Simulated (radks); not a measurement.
Results of a calculation; reference values are marked as such.
Question: Species: Cl3+. Configuration: [Ne] 3s0.5 3p3.5 (fractional occupations, a model configuration). Code: a radial shooting solver on a logarithmic mesh with Libxc functionals. Model: Dirac Kohn-Sham, BLYP, spin-unpolarised, spherical densities, finite nucleus; open shells fill j = l - 1/2 first; Fermi nuclear charge, rms radius 3.3654 fm.

Spin-orbit splittings of the eigenvalues, e(l+1/2) - e(l-1/2), with zeta = 2 splitting/(2l+1) and mean radii in bohr:

| shell | occ. | splitting (eV) | zeta (eV) | <r> j=l-1/2 | <r> j=l+1/2 |
|---|---|---|---|---|---|
| 2p | 6 | 1.710 | 1.140 | 0.4040 | 0.4064 |
| 3p | 3.5 | ? | ? | 1.506 | 1.511 |

Estimate the 3p splitting.

Answer: 0.1901 eV (zeta = 0.1267 eV).
